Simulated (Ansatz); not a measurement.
O3S, triplet, geometry from GFN2-xTB (a higher spin typed on purpose: for a closed-shell molecule this is an excited state); HF/cc-pVDZ (Ansatz, a quantum-chemistry and plane-wave program).

Input for Ansatz:
Ansatz 0.2 input:
```yaml
crystal:
  periodic: [false, false, false]
  atoms:
    - {symbol: O, position_ang: [-0.68283309, -1.23018890, -0.23723636]}
    - {symbol: S, position_ang: [-0.01077012, -0.00531168, 0.28127649]}
    - {symbol: O, position_ang: [-0.71609482, 1.21907838, -0.19225753]}
    - {symbol: O, position_ang: [1.42046814, 0.02173388, -0.13305910]}
basis:
  gaussian:
    orbitals: cc-pVDZ
hamiltonian:
  xc: hf
magnetization: {spin_polarized: true, initial_magnetization: 2}
```

Output, abridged:

```
Functional definition: HF
576 factors; integrals over basis functions are off by at most 8.8e-4 eV
mean field evaluation 1: about -16918.2058 eV, gradient 3.1e1 eV
mean field evaluation 2: about -16918.2799 eV, gradient 3.2e1 eV
mean field evaluation 4: about -16922.4595 eV, gradient 3.3e0 eV
mean field evaluation 8: about -16922.5977 eV, gradient 1.2e-1 eV
mean field evaluation 16: about -16922.5980 eV, gradient 1.5e-3 eV
mean field evaluation 32: about -16923.3199 eV, gradient 9.4e-6 eV
mean field evaluation 64: about -16923.0964 eV, gradient 3.7e-1 eV
mean field evaluation 96: about -16923.1356 eV, gradient 5.8e-1 eV
mean field evaluation 128: about -16923.2737 eV, gradient 1.7e-1 eV
mean field evaluation 160: about -16923.2907 eV, gradient 2.9e-1 eV
mean field evaluation 192: about -16913.7064 eV, gradient 4.6e1 eV
mean field evaluation 224: about -16922.8029 eV, gradient 1.3e0 eV
mean field evaluation 256: about -16922.2467 eV, gradient 4.7e0 eV
mean field evaluation 288: about -16923.1072 eV, gradient 2.5e0 eV
mean field evaluation 320: about -16922.5980 eV, gradient 1.1e-5 eV
mean field evaluation 352: about -16923.0880 eV, gradient 3.0e0 eV
mean field evaluation 384: about -16923.2164 eV, gradient 4.3e-1 eV
mean field -16923.31985835 eV, -621.9205337561 hartree, gradient 9.4e-6 eV, S^2 2.063097; 11 other end points of the search recorded, 0 dependent functions left out
reference -16923.31985835 eV, -621.9205337561 hartree; 21, 19 occupied and 39, 41 virtual orbitals, 576 factors
Total energy: -16923.31985835 eV, -621.9205337561 hartree
```
